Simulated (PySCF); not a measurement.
Compound: C4H12Si2.
Numbering: `[CH3:1][C@@H:2]1[CH2:3][CH2:4][SiH2:5][SiH2:6]1` (hydrogens: H7, H8, H9 on C1; H10 on C2; H11, H12 on C3; H13, H14 on C4; H15, H16 on Si5; H17, H18 on Si6)

Theory: PySCF 2.14.0, PBE0-D3(BJ)/def2-SVP geometry optimisation, gas phase.

Question: What internal coordinates does the optimisation give?

Answer: 
| bond | length (bohr) | order |
| --- | --- | --- |
| C1–C2 | 2.880 | single |
| C2–C3 | 2.906 | single |
| C3–C4 | 2.899 | single |
| C4–Si5 | 3.608 | single |
| Si5–Si6 | 4.425 | single |
| C2–Si6 | 3.623 | single |
| C1–H7, C1–H8, C1–H9 | 2.083 | single |
| C2–H10 | 2.093 | single |
| C3–H11 | 2.089 | single |
| C3–H12 | 2.091 | single |
| C4–H13 | 2.087 | single |
| C4–H14 | 2.081 | single |
| Si5–H15 | 2.827 | single |
| Si5–H16 | 2.830 | single |
| Si6–H17 | 2.832 | single |
| Si6–H18 | 2.827 | single |

Bonds in one row agree within 0.02 bohr and their mean is given. Orders are formal, as drawn. A selection of angles:
| angle | degrees |
| --- | --- |
| C2–C1–H7 | 111.3 |
| H7–C1–H8 | 107.4 |
| C1–C2–C3 | 112.8 |
| C1–C2–Si6 | 114.8 |
| C1–C2–H10 | 108.8 |
| C3–C2–Si6 | 107.6 |
| C3–C2–H10 | 107.4 |
| Si6–C2–H10 | 104.8 |
| C2–C3–C4 | 112.8 |
| C2–C3–H11 | 109.4 |
| C2–C3–H12 | 108.9 |
| C4–C3–H11 | 110.4 |
| C4–C3–H12 | 109.6 |
| H11–C3–H12 | 105.6 |
| C3–C4–Si5 | 108.9 |
| C3–C4–H13 | 109.8 |
| C3–C4–H14 | 111.6 |
| Si5–C4–H13 | 107.7 |
| Si5–C4–H14 | 112.0 |
| H13–C4–H14 | 106.7 |
| C4–Si5–Si6 | 92.8 |
| C4–Si5–H15 | 112.9 |
| C4–Si5–H16 | 111.6 |
| Si6–Si5–H15 | 117.3 |
| Si6–Si5–H16 | 113.3 |
| H15–Si5–H16 | 108.3 |
| Si5–Si6–H17 | 113.4 |
| Si5–Si6–H18 | 117.5 |
| C2–Si6–Si5 | 93.6 |
| C2–Si6–H17 | 110.8 |
| C2–Si6–H18 | 112.5 |
| H17–Si6–H18 | 108.3 |

Torsions: C1–C2–C3–C4 180° (antiperiplanar); C2–C3–C4–Si5 53° (synclinal); C3–C4–Si5–Si6 -26° (synperiplanar); C4–Si5–Si6–C2 -1° (synperiplanar); C1–C2–Si6–Si5 153° (antiperiplanar).

Si5 (SiH2 silicon) has angles from 92.8° to 117.3°. The 5-membered ring C2–C3–C4–Si5–Si6 has internal angles of 92.8° to 112.8° (sum 516°, against 540° for a flat polygon); it is puckered, 0.21 Å rms from its mean plane, widest ring torsion 53°. Si6 (SiH2 silicon) has angles from 93.6° to 117.5°.

Point group: C1 (no symmetry element, even within 0.4 Å). No PBE0-D3(BJ)/def2-SVP frequencies stand behind this structure, so it isn't proved a minimum. The numbers are those of one conformer.
